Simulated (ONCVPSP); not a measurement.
# Pseudopotentials across the periodic table

Generated with ld1.x 7.5 (TM, RRKJ, ultrasoft, PAW), atompaw 4.2 or ONCVPSP 4.0.1. The cutoff is in Ry: for ld1.x and atompaw files where the sum of valence levels is converged to 10 mRy in a Bessel basis, for ONCV files where the hardest occupied wave has 1 mHa per electron of residual kinetic energy. The error is the largest all-electron minus pseudo excitation energy over each file’s own four to seven test configurations (ionisations up to +4, promotions, holes and added fractions of an electron), all of which were solved. The labels leave out finer settings (local radius, basis sizes, second energies), which also bear on the numbers. Spin-polarised tests are not counted. The rows are a selection from randomly drawn settings: files with unsolved tests, undetermined cutoffs or missed reference levels are left out.

A true bound ghost makes a file unfit for plane-wave use even where its test errors are small: the radial tests pick states by their node count and pass the ghost by.

```tsv
element	potential	cutoff (Ry)	largest error (meV)	bound ghosts
B	ONCV, PBEsol, scalar-relativistic, rc 1.25/0.95/0.95 (spd), local smoothed, core correction yes, reference 2s1.5, qcut 4.7/9/9.7, projectors 2/2/2	27	+9.5	none
B	ONCV, LDA (Perdew-Wang 92), scalar-relativistic, rc 1.35/3.80 (sp), local s, core correction yes, reference 2s2 2p1, qcut 4.2/3.8, projectors 0/2	25	+607	none
Cl	ONCV, PBEsol, scalar-relativistic, rc 1.00/1.40 (sp), local smoothed, core correction yes, reference 3s2 3p5, qcut 8.3/6.6, projectors 3/2	61	+49	s
Sc	ONCV, revPBE, scalar-relativistic, rc 1.50/1.60/2.10 (spd), local smoothed, core correction yes, reference 3s2 3p6 3d1 4s1.75, qcut 6.2/6.9/7.2, projectors 2/2/2	66	-1.6	none
Ti	ONCV, PBE, scalar-relativistic, rc 1.40/1.35/2.05 (spd), local smoothed, core correction yes, reference 3s2 3p6 3d2 4s2, qcut 9.6/12.6/6, projectors 2/2/1	68	+132	none
Ba	ONCV, PBEsol, scalar-relativistic, rc 2.45/2.90/3.15 (spd), local smoothed, core correction yes, reference 5s2 5p6 6s1 6p1, qcut 4.4/5.1/2.6, projectors 2/3/2	15	-72	none
Bi	ONCV, PBE, scalar-relativistic, rc 1.20/1.60/2.00 (spd), local smoothed, core correction yes, reference 5s2 5p6 5d10 6s2 6p2.5, qcut 10.2/8/6.2, projectors 2/3/1	84	-11	none
```

Task: Fill in the row for Rh: ONCV, PBE, scalar-relativistic, rc 1.40/1.10/1.85 (spd), local smoothed, core correction yes, reference 4s2 4p6 4d8 5s1, qcut 7.7/7.6/10.1, projectors 2/1/2.

Result: cutoff 97 Ry, largest error -1.9 meV, bound ghosts: none.
